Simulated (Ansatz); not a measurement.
**One elementary step**

Start structure (ZnH2ClF, singlet), relaxed at PBE0-D4/def2-TZVP:

```csv
atom,x (Å),y (Å),z (Å)
Zn1,-0.5596,-0.6890,-0.4083
H2,0.1882,-1.6416,0.5298
Cl3,-1.7486,0.3568,-1.8019
H4,1.3343,0.7856,1.1532
F5,0.7858,1.1881,0.5272
```

The step: ZnHCl ([Cl][ZnH]) + HF → ZnClF + H₂; bonds formed: Zn1–F5, H2–H4; bonds broken: Zn1–H2, H4–F5. Ansatz 0.2.0; basis: def2-TZVPP and def2-QZVPP; cores frozen in the correlated methods. The 3s and 3p shells of Cu and Zn are frozen; filled d shells are correlated. Extrapolation: Hartree–Fock as exp(−7.88 √X), correlation as X^−2.97. Energies below are by CCSD(T) at an estimated basis limit (MP2 extrapolated from triple and quadruple zeta, plus CCSD(T) − MP2 in triple zeta).

What are the electronic barrier and the energy of the step, from the start structure to the end structure? (Judge from chemistry; the value comes from the calculation.)

The calculation gives: Barrier 0.741 eV; step energy -0.339 eV (downhill); reverse barrier, their difference, 1.080 eV. Barrier and step energy count from the start structure, the reverse barrier from the end structure.

The saddle point: One imaginary mode of 1019i cm⁻¹.
```
  pair  start (Å)  saddle (Å)  end (Å)
Zn1–F5       2.49        1.98     1.75
 H2–H4       2.76        0.99     0.75
Zn1–H2       1.53        1.76     2.55
 H4–F5       0.92        1.23     2.67
```

Zero-point energy (harmonic, PBE0-D4): ZPE is 0.503 eV at the start and 0.435 eV at the saddle, so the barrier goes from 0.741 to 0.674 eV.

The T1 diagnostic stays at or below 0.016.

Labels in which every atom is bracketed show which atoms are joined, not bond orders.

For scale, one of the runs: CCSD(T)/def2-TZVPP, 165 basis functions (an equivalent command: `ansatz run in.yaml --threads 4`). Time: 19 s of wall clock on 4 CPU threads; the host was shared. Peak host memory: 1.3 GiB.
